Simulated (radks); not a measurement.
Values are calculated unless marked as measured or tabulated.
Task: Spherical quantum dot in the effective-mass picture: electrons in a parabolic well V = omega^2 r^2 / 2 with omega = 0.0578, with a point charge +2 (a donor) at the centre, all in effective atomic units (hartree* = m*/eps^2 hartree, bohr* = eps/m* bohr), one dielectric constant everywhere. Level of theory: non-relativistic Kohn-Sham, exchange-only LDA, spin-polarised, spherical densities (a radial shooting solver with Libxc functionals). Levels are named by radial order and angular momentum (1s, 1p, 1d, 2s, ...), and open shells are averaged over m. At N = 12 the configuration is 1s2 1p(up 3, down 0) 1d(up 5, down 0) 2s(up 1, down 0) 1f(up 1, down 0). Does electron 13 go into 2p up or 1f up or 1g up?

Result: Into 1f up. The total energies of the other choices lie higher by 0.0154 hartree* (2p up), 0.0281 hartree* (1g up).
